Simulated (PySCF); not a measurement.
**Working out the ionisation energy of Se¹⁹⁺**

Se¹⁹⁺ [Ne] 3s2 3p3 (4S) → Se²⁰⁺ [Ne] 3s2 3p2 (3P). All numbers are calculated (PySCF 2.14, scalar relativity by spin-free X2C-1e, in an uncontracted even-tempered set (18 s from 1.9 bohr⁻², ratio 2.5; 12 p from 2.4 bohr⁻², ratio 2.5; 5 d from 11 bohr⁻², ratio 2.7; 4 f from 17 bohr⁻², ratio 2.7)). Frozen: 1s2; the 22 highest virtual orbitals dropped. Energies in hartree (1 hartree = 27.21139 eV):

```tsv
part	Se¹⁹⁺ (lower)	Se²⁰⁺ (upper)
UHF	-2223.162214	-2193.915289
CCSD correlation	-0.502926	-0.488288
(T)	-0.001923	-0.002045
```

Task: What does Hartree-Fock give?

Result: (-2193.915289) − (-2223.162214) = 29.246925 hartree = 795.849 eV.

Task: What do CCSD and CCSD(T) give?

Result: The CCSD correlation energies differ by 0.014638 hartree = 0.398 eV and the triples by -0.000122 hartree = -0.003 eV, so CCSD gives 796.247 eV and CCSD(T) 796.244 eV.

Reference: 798 ± 3 eV (semi-empirical (NIST evaluation); NIST Atomic Spectra Database, ionization energies), between the lowest levels; spin-orbit coupling is absent from the calculation.

What remains against the reference includes basis incompleteness, the frozen core and higher excitations.
